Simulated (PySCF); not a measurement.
## Electron correlation in Bi²⁺ (bismuth, charge +2)

[Xe] 4f14 5d10 6s2 6d1, 2D determinant (an excited configuration). All numbers are calculated (PySCF 2.14, the spin-free X2C one-electron Hamiltonian (Gaussian nucleus), in x2c-TZVPPall with one added diffuse shell each of s, p, d, f type (12s8p7d4f, 99 functions)). Frozen: [Kr] 4d10 4f14; 21 electrons correlated.

```
  level  correlation energy (mhartree)
   CCSD                        -451.99
    (T)                         -16.25
CCSD(T)                        -468.24
```

Diagnostics: T1 = 0.016, D1 = 0.0939, largest double amplitude 0.255.

Problem. Is a single reference adequate?

Solution. Not fully. Spin-orbit coupling, absent here, splits the open shell strongly. The outer electron is Rydberg-like, and this basis confines it to a smaller radius and binds it less than a complete one would. A double-excitation amplitude exceeds 0.15, a sign of near-degeneracy.

This basis was not built for core-valence correlation, so the inner-shell part is incomplete.
